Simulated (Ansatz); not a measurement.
A geometry optimisation of BFHInO with PBE-D3(BJ)/def2-SVP

The starting geometry of this gas-phase singlet was optimised with GFN2-xTB.

```xyz
5

B    -0.6303   -0.1006    1.0105
F    -0.2682    1.1511   -1.8470
In   -0.1486   -0.8534   -2.3924
O    -0.5008   -0.9827    0.2252
H    -0.7563    0.7351    1.7800
```

Problem. Predict what it relaxes into with PBE-D3(BJ)/def2-SVP.

Solution. It rearranges to `FB[O][In]`. Distances that change by over a tenth: B1–O4 (1.19 → 1.33 Å). Contacts that open: F2–In3 (2.08 → 3.12 Å). Contacts that close: B1–F2 (3.14 → 1.38 Å), In3–O4 (2.64 → 2.14 Å).

The energy falls by 1.63 eV over 19 steps:

| step | E − E(last) (eV) |
| --- | --- |
| 1 | 1.629 |
| 3 | 1.423 |
| 5 | 1.170 |
| 7 | 0.901 |
| 9 | 0.185 |
| 11 | 0.022 |
| 13 | 0.004 |
| 15 | 0.000 |
| 17 | 0.000 |
| 19 | 0.000 |

Final geometry (Å):

```xyz
5

B    -0.5406    0.3042    0.2856
F    -0.4504    1.3179   -0.6418
In   -0.1605   -1.3657   -2.1981
O    -0.4472   -0.9612   -0.1136
H    -0.7055    0.6542    1.4443
```

The end wasn't checked by frequencies. Atoms past krypton carry core potentials, without spin–orbit terms. Run with Ansatz 0.2.0, 61 s on 1 thread of Intel(R) Xeon(R) Processor @ 2.50GHz (Skylake/Cascade Lake) (shared host).
